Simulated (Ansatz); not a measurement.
Consider the formal exchange of groups at the Se–Si bond: `[SiH3]N[SiH2][SeH]` + `B1[SiH2]S1` → `[SeH][SiH]1BS1` + `[SiH3]N[SiH3]`.

Gas-phase electronic energies from Ansatz, PBE0-D4/def2-TZVP geometries. CBS: MP2 limit from def2 TZ/QZ plus the TZ coupled-cluster correction, frozen cores. This one scheme is used for every species. DFT in def2-TZVPP. For Se outer-core shells are correlated without core-valence functions, which leaves a few kJ/mol of doubt a bond. Scalar relativity is left out up to krypton. Each species was taken in one conformer, which may not be the lowest.

Is it downhill or uphill in electronic energy at CCSD(T)/CBS, and by how much? (Best estimate.)

The calculation gave: Uphill: ΔE = +1.4 kcal/mol.

What do these levels give: ωB97M-V, SCS-MP2/def2-TZVPP, CCSD(T)/def2-TZVPP, MP2/def2-QZVPP, HF/CBS(def2), MP2/CBS(def2)? (Estimate.)

The calculation gave: ωB97M-V 1.5, SCS-MP2/def2-TZVPP 0.7, CCSD(T)/def2-TZVPP 1.2, MP2/def2-QZVPP 0.9, HF/CBS(def2) 1.4, MP2/CBS(def2) 1.0 kcal/mol.

Largest T1 diagnostic among the species: 0.017.
